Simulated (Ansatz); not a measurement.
**Question.** Name a neutral molecule of Br, C, Cl, Si and H with LUMO energy (ωB97M-V/def2-TZVPP) between 0.80 and 1.10 eV and HOMO energy (ωB97M-V/def2-TZVPP) between -9.45 and -9.15 eV (Ansatz, PBE0-D4/def2-TZVP geometry).

**Answer.** `ClC1(Br)C[SiH2]1` (0.94 eV, -9.26 eV). Other molecules can fit too; these were computed, each in one conformer that needn't be the lowest.
